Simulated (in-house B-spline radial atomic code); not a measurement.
A calculation on Cr⁷⁺: its settings, and results tabulated from the run. Level of theory: non-relativistic B3LYP, spin-polarised, spherical fractional occupations, exact exchange averaged over the configuration, point nucleus; calculated with a radial B-spline atomic code at the basis-set limit.

Command:
```bash
python run_scf.py task.json out
```
Settings:
```
Z                24
configuration    [Ne] 3s2 3p5
hamiltonian      nr
method           b3lyp
spin_polarised   True
exact_exchange   averaged over the configuration
```

Output (hartree, bohr):
```
 radial grid: 43 intervals, B-splines of order 8, outer radius 8.961 bohr

 iter        energy (Eh)    residual
    1       -1023.612077    5.76e-01
    2       -1028.365924    1.96e-01
    3       -1028.716991    6.74e-02
    4       -1028.764231    2.28e-02
    5       -1028.770733    7.61e-03
    6       -1028.771310    1.64e-04
    7       -1028.771310    8.72e-06
    8       -1028.771310    3.94e-07
    9       -1028.771310    5.56e-09

 total energy                     -1028.77131
 kinetic                            1027.9559
 electron-nucleus                  -2352.2743
 Hartree                             339.6461
 exact exchange                       -8.5827
 exchange-correlation                -35.5163

 orbital      occ     eigenvalue          <r>       <r^2>       <1/r>     <1/r^2>       r_max
 1s up      1.000      -221.0802    0.0641982  0.00552842     23.5172     1113.86     0.04225
 1s down    1.000      -221.0567    0.0641931   0.0055275     23.5187     1113.98     0.04225
 2s up      1.000       -30.0955     0.295124    0.102746     4.99325     102.287      0.2458
 2s down    1.000       -30.0771     0.295026    0.102648     4.99341     102.264      0.2459
 2p up      3.000       -26.3930     0.260122   0.0831019     4.93365     33.4447      0.1986
 2p down    3.000       -26.3636     0.260251   0.0831779     4.93106     33.4112      0.1987
 3s up      1.000        -7.6245     0.835664    0.796398     1.69165     17.5972      0.7518
 3s down    1.000        -7.5182     0.837771    0.800796     1.68692     17.4914      0.7523
 3p up      3.000        -6.5074     0.851873    0.838951     1.60425     5.59977      0.7534
 3p down    2.000        -6.4286     0.854164    0.844179     1.60173     5.59147      0.7541
```

Cost of the run: 0.26 s on 1 thread of Intel(R) Xeon(R) Platinum 8259CL CPU @ 2.50GHz (shared host).
